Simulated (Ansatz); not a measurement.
Reaction (cleavage of the Al–Si bond): `[SiH3][Al]([Cl])[Cl]` + CH₃SH → `C[S][Al]([Cl])[Cl]` + SiH₄

Isolated molecules relaxed with PBE0-D4/def2-TZVP in Ansatz; ΔE leaves out vibrations. CBS: MP2 limit from def2 TZ/QZ plus the TZ coupled-cluster correction, frozen cores. This one scheme is used for every species. DFT in def2-TZVPP. One conformer a species, not always the lowest.

(1) Is it downhill or uphill in electronic energy at CCSD(T)/CBS, and by how much? (An estimate is asked.)

(2) What do these levels give: revPBE-D4, BLYP-D4, B97M-V, r2SCAN0-D4, BHLYP-D4, r2SCANh, BHLYP, RPA@PBE/def2-TZVPP, MP2/def2-SVP, CCSD(T)/def2-TZVPP, SCS-MP2/def2-QZVPP, CCSD/CBS(def2)? (Estimate.)

Largest T1 diagnostic among the species: 0.011.

Answers

(1) The calculation gave: Downhill: ΔE = -97.3 kJ/mol.

(2) The calculation gave: revPBE-D4 -87.9, BLYP-D4 -94.2, B97M-V -96.1, r2SCAN0-D4 -97.1, BHLYP-D4 -99.7, r2SCANh -96.0, BHLYP -95.3, RPA@PBE/def2-TZVPP -91.8, MP2/def2-SVP -106.0, CCSD(T)/def2-TZVPP -95.1, SCS-MP2/def2-QZVPP -104.3, CCSD/CBS(def2) -96.0 kJ/mol.

The D4 term adds −5.8 kJ/mol with B3LYP and −3.1 kJ/mol with PBE0; it sums over pairs of atoms, weighted by their polarisabilities, and B3LYP, whose exchange is more repulsive, gets the larger term. From PBE to PBE0 (25 % exact exchange), in def2-TZVPP and without D4, ΔE moves by −3.9 kJ/mol. Leaving LDA and LC-ωPBE aside and taking each functional with its dispersion term where it has one, the values, not all of them listed here, spread over 15.0 kJ/mol, from BHLYP-D4 to PBE-D4. LDA lies −3.7 kJ/mol from PBE without D4.

B3LYP here is the variant with VWN-RPA as its local correlation; programs differ in this.
